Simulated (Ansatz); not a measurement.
A structure relaxed at r2SCAN-D4/def2-SVP in Ansatz, charge 2, triplet:

Cartesian coordinates in Å:
```
Ni -0.007 0.000 0.004
N 1.690 0.918 -0.733
H 1.932 1.802 -0.273
H 1.623 1.151 -1.730
H 2.539 0.349 -0.643
O -1.701 -0.942 0.756
H -2.570 -1.010 0.329
H -1.762 -1.395 1.612
O 0.882 -0.598 1.772
H 1.046 -0.018 2.533
H 1.466 -1.365 1.880
O -1.167 0.453 -1.649
H -1.619 1.294 -1.821
H -1.198 -0.052 -2.476
O 0.460 -1.829 -0.842
H 1.174 -2.130 -1.426
H -0.120 -2.595 -0.702
O -0.705 1.694 0.965
H -1.534 1.651 1.469
H -0.428 2.623 0.975
```

(1) Give its formula, name or SMILES.

(2) Summarise the bond lengths by kind (pairs closer than 1.2 times the sum of covalent radii, bridged metal pairs left out).

## Answers

(1) [Ni(NH3)(H2O)5]2+ (NiNO5H13²⁺).

(2) 5 × Ni–O 2.07 to 2.08 Å; 1 × N–Ni 2.07 Å; 10 × H–O 0.97 Å; 3 × H–N 1.03 Å. The metal has 6 neighbours: N 2.07 Å, O 2.08 Å, O 2.07 Å, O 2.07 Å, O 2.07 Å, O 2.07 Å.
